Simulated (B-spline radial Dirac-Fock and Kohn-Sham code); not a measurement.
# Isotope-shift constants of the inner levels of W⁶⁺

System: W⁶⁺ in the configuration 1s2 2s2 2p6 3s2 3p6 3d10 4s2 4p6 4d10 4f14 5s2 5p6.

Input file task.json (cfg lists n, l and occupation; rrms is the nuclear radius in fm):

```json
{"items": [{
  "Z": 74,
  "q": 6,
  "cfg": [[1, 0, 2], [2, 0, 2], [2, 1, 6], [3, 0, 2], [3, 1, 6], [3, 2, 10], [4, 0, 2], [4, 1, 6], [4, 2, 10], [4, 3, 14], [5, 0, 2], [5, 1, 6]],
  "A": 184,
  "rrms": 5.3658,
  "do": "isoshift",
  "isotopes": [[180, 179.946713304, 5.3491], [182, 181.948205636, 5.3559], [183, 182.950224416, 5.3611], [184, 183.95093318, 5.3658], [186, 185.95436514, 5.3743]]
}]}
```

Run with: `python xray2_run.py task.json out`

Level of theory: first-order field-shift and mass-shift constants from Dirac-Fock ground and hole states with a Fermi nucleus; the mass shift has no relativistic recoil terms; a B-spline atomic structure program. A binding energy shifts by δE = F·δ⟨r²⟩ + (K_N + K_S)·δ(1/M); F is taken for a change of radius at fixed skin thickness and so holds the higher radial moments.

```tsv
level	F (meV/fm²)
K (1s)	-819.5
L1 (2s)	-116.3
L2 (2p1/2)	-1.390
L3 (2p3/2)	4.821
M1 (3s)	-26.12
M2 (3p1/2)	-0.3001
M3 (3p3/2)	1.312
M4 (3d3/2)	1.217
M5 (3d5/2)	1.157
```

The mass shift is not given and not included below: at this Z its relativistic corrections are large. It matters little for K lines but can be comparable with the field shift of L lines.

Field shifts alone in meV from A = 184 (mass 183.9509 u, rms radius 5.3658 fm); radii from Angeli and Marinova (2013).

```
  A  mass (u)  radius (fm)     Kα1     Kα2     Kβ1   Lα1
180  179.9467       5.3491  +147.5  +146.4  +146.9  -0.7
182  181.9482       5.3559   +87.5   +86.8   +87.1  -0.4
183  182.9502       5.3611       ?       ?       ?     ?
186  185.9544       5.3743   -75.2   -74.7   -74.9  +0.3
```

Problem. What are the shifts for A = 183?

Solution. Kα1 +41.6 meV; Kα2 +41.2 meV; Kβ1 +41.4 meV; Lα1 -0.2 meV.

Values without a named source are computed, but for edge energies of neutral atoms, which are taken from tables.
